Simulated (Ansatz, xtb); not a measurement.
A geometry optimisation of CH2GaOSn with r2SCAN-D4/def2-SVP

The starting geometry of this gas-phase doublet was built from a drawn formula by distance geometry and a force field; its bonds are those of `[O]1[C@@H]2[SnH][Ga]12`.

```xyz
6

C    -0.2751    1.4173   -0.1668
Ga   -0.9233    2.2743   -1.5087
O     0.6526    2.1568   -0.8933
Sn   -1.1604    0.0071   -1.5010
H     0.2150    0.8860    0.6583
H     0.0440   -0.9255   -2.2797
```

Question: Predict what it relaxes into with r2SCAN-D4/def2-SVP.

Answer: 2 bonds break, giving a structure with H6 bridging Ga2 and Sn4, given below by its coordinates. Distances that change by over a tenth: Ga2–O3 (1.70 → 2.04 Å), Ga2–H6 (3.43 → 1.94 Å), Sn4–H6 (1.71 → 1.90 Å). Contacts that open: C1–Ga2 (1.72 → 2.88 Å), Ga2–Sn4 (2.28 → 3.51 Å).

The energy falls by 4.51 eV over 25 steps:

```
step  E − E(last) (eV)
   1             4.510
   4             1.166
   6             0.444
   9             0.118
  12             0.067
  14             0.052
  17             0.015
  20             0.003
  22             0.001
  25             0.000
```

Final geometry (Å):

```yaml
atoms:
  - { symbol: C, position_ang: [-0.0451, 0.9907, -0.0250] }
  - { symbol: Ga, position_ang: [-0.1324, 2.1722, -2.6527] }
  - { symbol: O, position_ang: [0.2442, 2.0636, -0.6513] }
  - { symbol: Sn, position_ang: [-0.9235, -0.8018, -0.9662] }
  - { symbol: H, position_ang: [0.1908, 1.0373, 1.0672] }
  - { symbol: H, position_ang: [-0.7812, 0.3539, -2.4631] }
```

From the same start GFN2-xTB ends elsewhere, differing in Ga2–H6 (3.98 against 1.94 Å here).

No frequencies were run, so the end isn't proven a minimum. Open shells are spin-unrestricted. Atoms past krypton carry core potentials, without spin–orbit terms. Run with Ansatz 0.2.0, 2.8 min on 2 threads of Intel(R) Xeon(R) Platinum 8259CL CPU @ 2.50GHz (Skylake/Cascade Lake) (shared host).
